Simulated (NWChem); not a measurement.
The numbers come from NWChem runs, not from measurements. System: bromine monochloride (BrCl), charge 0, spin multiplicity 1, at a geometry optimised with B3LYP/def2-SVP. Level: MP2/3-21G, 14 core orbitals frozen.

NWChem printed:

```
             Northwest Computational Chemistry Package (NWChem) 7.3.0
             --------------------------------------------------------

                                NWChem Input Module
                                -------------------

 Scaling coordinates for geometry "geometry" by  1.889725989
 (inverse scale =  0.529177249)

 Turning off AUTOSYM since
 SYMMETRY directive was detected!

                             Geometry "geometry" -> ""
                             -------------------------

 Output coordinates in angstroms (scale by  1.889725989 to convert to a.u.)

  No.       Tag          Charge          X              Y              Z
 ---- ---------------- ---------- -------------- -------------- --------------
    1 Cl                  17.0000     0.00000000     0.00000000     1.47757800
    2 Br                  35.0000     0.00000000     0.00000000    -0.71768100

 Effective nuclear repulsion energy (a.u.)     143.4274785594

            Nuclear Dipole moment (a.u.)
            ----------------------------
        X                 Y               Z
 ---------------- ---------------- ----------------
     0.0000000000     0.0000000000    -0.0000170075

      Symmetry information
      --------------------

 Group name             C2v
 Group number             16
 Group order               4
 No. of unique centers     2

      Symmetry unique atoms

     1    2


 Summary of "ao basis" -> "" (spherical)
 ------------------------------------------------------------------------------
       Tag                 Description            Shells   Functions and Types
 ---------------- ------------------------------  ------  ---------------------
 *                           3-21g                    on all atoms

 Summary of "ao basis" -> "ao basis" (spherical)
 ------------------------------------------------------------------------------
       Tag                 Description            Shells   Functions and Types
 ---------------- ------------------------------  ------  ---------------------
 Cl                          3-21g                   7       13   4s3p
 Br                          3-21g                  10       22   5s4p1d

                                 NWChem SCF Module
                                 -----------------

  ao basis        = "ao basis"
  functions       =    35
  atoms           =     2
  closed shells   =    26
  open shells     =     0
  charge          =   0.00
  wavefunction    = RHF
  use symmetry    = T
  symmetry adapt  = T

 Summary of "ao basis" -> "ao basis" (spherical)
 ------------------------------------------------------------------------------
       Tag                 Description            Shells   Functions and Types
 ---------------- ------------------------------  ------  ---------------------
 Cl                          3-21g                   7       13   4s3p
 Br                          3-21g                  10       22   5s4p1d

      Symmetry analysis of basis
      --------------------------

        a1         18
        a2          1
        b1          8
        b2          8

 Forming initial guess at       0.1s

      Superposition of Atomic Density Guess
      -------------------------------------

 Sum of atomic energies:       -3017.32680977

      Non-variational initial energy
      ------------------------------

 Total energy =   -3017.382665
 1-e energy   =   -4489.379861
 2-e energy   =    1328.569717
 HOMO         =      -0.327451
 LUMO         =      -0.118194

      Symmetry analysis of molecular orbitals - initial
      -------------------------------------------------

 !! scf_movecs_sym_adapt:   18 vectors were symmetry contaminated

  Symmetry fudging

 !! scf_movecs_sym_adapt:   18 vectors were symmetry contaminated

  Numbering of irreducible representations:

     1 a1          2 a2          3 b1          4 b2

  Orbital symmetries:

     1 a1          2 a1          3 a1          4 a1          5 b1
     6 b2          7 a1          8 a1          9 a1         10 b1
    11 b2         12 a1         13 b1         14 b2         15 a1
    16 b1         17 b2         18 a1         19 a2         20 a1
    21 a1         22 a1         23 b2         24 b1         25 b2
[...]
     7      0.501286  1 Cl px                11      0.404635  1 Cl px
    28      0.303915  2 Br px                24      0.285481  2 Br px
     3     -0.229867  1 Cl px                20     -0.190999  2 Br px

 Vector   25  Occ=2.000000D+00  E=-4.293067D-01  Symmetry=b1
              MO Center=  7.6D-15,  1.1D-34, -2.7D-02, r^2= 2.5D+00
   Bfn.  Coefficient  Atom+Function         Bfn.  Coefficient  Atom+Function
  ----- ------------  ---------------      ----- ------------  ---------------
    28      0.526763  2 Br px                24      0.459545  2 Br px
     7     -0.380701  1 Cl px                11     -0.324843  1 Cl px
    20     -0.301672  2 Br px                 3      0.171007  1 Cl px

 Vector   26  Occ=2.000000D+00  E=-4.293067D-01  Symmetry=b2
              MO Center= -1.1D-32, -8.9D-15, -2.7D-02, r^2= 2.5D+00
   Bfn.  Coefficient  Atom+Function         Bfn.  Coefficient  Atom+Function
  ----- ------------  ---------------      ----- ------------  ---------------
    29      0.526763  2 Br py                25      0.459545  2 Br py
     8     -0.380701  1 Cl py                12     -0.324843  1 Cl py
    21     -0.301672  2 Br py                 4      0.171007  1 Cl py

 Vector   27  Occ=0.000000D+00  E=-5.922902D-03  Symmetry=a1
              MO Center=  9.0D-15,  4.0D-15,  2.2D-01, r^2= 3.0D+00
   Bfn.  Coefficient  Atom+Function         Bfn.  Coefficient  Atom+Function
  ----- ------------  ---------------      ----- ------------  ---------------
    30      0.792303  2 Br pz                13      0.662772  1 Cl pz
     9      0.414351  1 Cl pz                26      0.369481  2 Br pz
    27      0.340205  2 Br s                 10     -0.317810  1 Cl s
    22     -0.265343  2 Br pz                 5     -0.193009  1 Cl pz

 Vector   28  Occ=0.000000D+00  E= 6.694112D-01  Symmetry=a1
              MO Center= -3.4D-13, -7.8D-14,  1.3D+00, r^2= 3.1D+00
   Bfn.  Coefficient  Atom+Function         Bfn.  Coefficient  Atom+Function
  ----- ------------  ---------------      ----- ------------  ---------------
     6      1.637881  1 Cl s                 10     -1.583449  1 Cl s
    23      0.716248  2 Br s                 27     -0.546946  2 Br s
     2     -0.374617  1 Cl s                  9      0.266104  1 Cl pz
    30      0.261948  2 Br pz                13     -0.198363  1 Cl pz

 Vector   29  Occ=0.000000D+00  E= 7.474337D-01  Symmetry=a1
              MO Center=  5.7D-15,  6.0D-14, -3.5D-01, r^2= 4.3D+00
   Bfn.  Coefficient  Atom+Function         Bfn.  Coefficient  Atom+Function
  ----- ------------  ---------------      ----- ------------  ---------------
    30      1.134177  2 Br pz                26     -0.987374  2 Br pz
    13      0.915338  1 Cl pz                23      0.757181  2 Br s
     9     -0.715570  1 Cl pz                27     -0.429995  2 Br s
    22      0.337868  2 Br pz                 5      0.209502  1 Cl pz
    10     -0.152645  1 Cl s

 center of mass
 --------------
 x =   0.00000000 y =   0.00000000 z =  -0.09351718

 moments of inertia (a.u.)
 ------------------
         418.622298661705           0.000000000000           0.000000000000
           0.000000000000         418.622298661705           0.000000000000
           0.000000000000           0.000000000000           0.000000000000

  Mulliken analysis of the total density
  --------------------------------------

    Atom       Charge   Shell Charges
 -----------   ------   -------------------------------------------------------
    1 Cl  17    17.14   2.00  1.96  5.90  1.15  2.94  0.88  2.30
    2 Br  35    34.86   2.00  2.00  5.99  2.00  5.97  0.81  2.24  1.19  2.66 10.00

       Multipole analysis of the density wrt the origin
       ------------------------------------------------

     L   x y z        total         open         nuclear
     -   - - -        -----         ----         -------
     0   0 0 0     -0.000000      0.000000     52.000000

     1   1 0 0      0.000000      0.000000      0.000000
     1   0 1 0      0.000000      0.000000      0.000000
     1   0 0 1     -0.472988      0.000000     -0.000017

     2   2 0 0    -23.486691      0.000000      0.000000
     2   1 1 0      0.000000      0.000000      0.000000
     2   1 0 1     -0.000000      0.000000      0.000000
     2   0 2 0    -23.486691      0.000000      0.000000
     2   0 1 1     -0.000000      0.000000      0.000000
     2   0 0 2    -22.355099      0.000000    196.916826

                   NWChem MP2 Semi-direct Energy/Gradient Module
                   ---------------------------------------------

  Basis functions       =     35
  Molecular orbitals    =     35
  Frozen core           =     14
  Frozen virtuals       =      0
  Active alpha occupied =     12
  Active beta occupied  =     12
  Active alpha virtual  =      9
  Active beta virtual   =      9
  Use MO symmetry       = T
  Use skeleton AO sym   = T

  AO/Fock/Back tols     =   1.0D-09  1.0D-09  1.0D-09

 GA uses MA = F    GA memory limited = T

 Available:
  local mem=  1.26D+08
 global mem=  1.44D+08
 local disk=  0.00D+00
  mp2_memr nvloc                     9
  nvloc new                     9
   1 passes of  12:        2097152                       5253                    216594.
   1 passes of  12: M    126154493           G      144176750           F     124057341.

 Semi-direct pass number   1 of   1  for RHF alpha+beta  at        0.2s
  vrange nnbf                   584
  mp2_eaftype                    10  avail_ma_in_mb                  1099
 EAF : mp2_eaftype filesize          10     108297.
  mp2_eaf for mointskh                     10
Node 0 wrote      0.5 Mb in      0.0 s     Agg I/O rate:  1565.8 Mb/s
 Done moints_semi at        0.5s
  mp2_eaftype                    10  avail_ma_in_mb                  1089
 EAF : mp2_eaftype filesize          10     108297.
  mp2_eaf for kh                    10
 Done maket at        0.5s
 Done multipass loop at        0.5s

          -------------------------------------------
          SCF energy               -3017.309137130635
          Correlation energy          -0.085744072615
          Singlet pairs               -0.058283266812
          Triplet pairs               -0.027460805803
          Total MP2 energy         -3017.394881203250
          -------------------------------------------

          ---------------------------------------------------
                    Spin Component Scaled (SCS) MP2
          Same spin pairs                     -0.018307203869
          Same spin scaling factor             0.333333333333
          Opposite spin pairs                 -0.067436868746
          Opposite spin scaling fact.          1.200000000000
          SCS-MP2 correlation energy          -0.087026643785
          Total SCS-MP2 energy             -3017.396163774420
          ---------------------------------------------------

 -----------------------
 Performance information
 -----------------------

 Timer overhead =  1.81D-07 seconds/call

               Nr. of calls         CPU time (s)                 Wall time (s)                GFlops
             ---------------    -------------------     ------------------------------   -------------------
Name         Min   Avg   Max    Min     Avg     Max     Min     Avg     Max   Mx/calls   Min     Max     Sum
mp2: moin     1     1     1   0.24    0.24    0.24     0.24    0.24    0.24    0.24      0.0     0.0     0.0
mp2: make     1     1     1   3.83E-3 3.83E-3 3.83E-3  3.83E-3 3.83E-3 3.83E-3 3.83E-3   0.0     0.0     0.0
mp2: tota     1     1     1   0.27    0.27    0.27     0.27    0.27    0.27    0.27      0.0     0.0     0.0

 The average no. of pstat calls per process was 3.00D+00
 with a timing overhead of 5.43D-07s

 Task  times  cpu:        0.4s     wall:        0.4s

 Total times  cpu:        0.5s     wall:        0.5s
```

Task: Write an NWChem input that would produce this output.

Result: Several could match; the one computed here: 
```
start mol
memory heap 200 mb stack 900 mb global 1100 mb
geometry units angstroms nocenter noautoz
  Cl     0.000000     0.000000     1.477578
  Br     0.000000     0.000000    -0.717681
  symmetry group C2v
end
basis spherical
  * library 3-21g
end
scf
  rhf
  nopen 0
  maxiter 100
  thresh 1e-7
  semidirect memsize 60000000 filesize 0
end
mp2
  freeze core 14
end
task mp2 energy
```
